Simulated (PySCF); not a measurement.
Species: [MoO4]2- (charge -2 and singlet state).
SMILES: `[O]=[Mo-2](=[O])(=[O])=[O]`

Method: PySCF 2.14.0, PBE0-D3(BJ)/def2-SVP geometry optimisation, gas phase, def2 core potentials past Kr.

Masses are those of the commonest isotopes; rigid-rotor values at the optimised geometry. 

(1) Give the principal moments of inertia and the rotational constants in GHz.

(2) What kind of rotor is it?

Answers

(1) Ia = 132.99, Ib = 133.05, Ic = 133.11 u·Å²; 505379 MHz·u·Å²/I gives 3800, 3799 and 3797 MHz, that is A = 3.8002, B = 3.7985, C = 3.7967 GHz.

(2) A spherical top, as the point group Td requires three equal moments; the computed ones differ by 0.09 % because the geometry is symmetric only within the optimiser's tolerance.

The point group Td allows no dipole (computed: 0.00 D (about the centre of mass, as the species is charged)), so a rigid rotor has no electric-dipole lines.

Not checked by PBE0-D3(BJ)/def2-SVP frequencies. Whether so highly charged an anion holds all its electrons in the gas phase wasn't checked; a finite basis holds them in any case. No counter-ion or solvent screens the charge of this multiply charged ion. The geometry's basis has no diffuse functions, a weakness for an anion. These are rigid-rotor constants of the computed structure; measured ground-state constants (B0) also hold zero-point vibration.

Hardware: an Intel Xeon 6975P-C with one thread, on a shared host. Cost: 13 s of wall time, 0.34 GiB resident at most. These figures are those of the optimisation.
